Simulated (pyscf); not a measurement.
**Routes from H₃Si–Cl (SMILES [SiH3]Cl) + :HSi–Cl (SMILES [SiH]Cl) [singlet]**

Candidate steps break at most two bonds and form at most two. Each was searched with GFN2-xTB (tblite) first. PySCF, gas phase, ωB97X-D3(BJ)/def2-SVP geometries. Correlated levels are frozen-core, on RHF or UHF. ΔMP2 is the change of the MP2 total energy from the triple- to the quadruple-zeta basis. Energies: CCSD(T)/def2-TZVPP + ΔMP2(QZVPP), kJ/mol, from the separated reactants, singlet surface; ΔG‡ with ideal gas, 1 atm, RRHO with modes under 100 cm⁻¹ raised to 100, one conformer, R ln 2 for chiral ones without a mode under 150 cm⁻¹.

```tsv
products	type	ΔE‡	ΔE	ΔG‡ 298 K	ΔG‡ 900 K	ν‡ (cm⁻¹)
Cl–SiH₂–SiH₂–Cl	insertion	9.1	-188.2	56.8	150.1	367i
H₃Si–SiH(Cl)–Cl	insertion	13.0	-196.7	63.8	156.6	291i
```

Row 1: On the reactant side the descent ends in a bound adduct (not fully relaxed), 34.5 kJ/mol under the separated species and 22.4 kJ/mol under the saddle at ωB97X-D3(BJ)/def2-TZVP. Row 2: On the reactant side the descent ends in a bound adduct, 38.4 kJ/mol under the separated species and 25.2 kJ/mol under the saddle at ωB97X-D3(BJ)/def2-TZVP. 

Plain bond fissions and candidates not yet searched are not listed, and one of them may be faster. Each barrier is that of the saddle found; lower ones may exist. The CCSD(T) − MP2 part came from Ansatz, without density fitting, on the same reference.
